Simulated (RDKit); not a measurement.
A run for RDKit: UFF on CH2O3 (SMILES O=C(O)O).

```python
from rdkit import Chem
from rdkit.Chem import AllChem, rdDetermineBonds

blocks = [
'''6

O     1.10831682   -0.62049087    0.04390729
C    -0.00396767    0.12218246   -0.01098188
O    -0.04283642    1.31919624   -0.11866421
O    -1.06581568   -0.68839367    0.07385504
H     1.85460602   -0.00839106   -0.01952558
H    -1.85030308   -0.12410310    0.03150934
''',
]
mol = None
for b in blocks:
    f = Chem.MolFromXYZBlock(b)
    rdDetermineBonds.DetermineBonds(f, charge=0)
    mol = f if mol is None else Chem.CombineMols(mol, f)
Chem.SanitizeMol(mol)
print(Chem.MolToSmiles(Chem.RemoveHs(mol)))
ff = AllChem.UFFGetMoleculeForceField(mol, vdwThresh=100.0, ignoreInterfragInteractions=False)
e = ff.CalcEnergy()
print(f'UFF energy {e:.6f} kcal/mol')
```

Output:

```
O=C(O)O
UFF energy 27.412430 kcal/mol
```

The run finished.

Cost: around 0.04 core-seconds (rough).
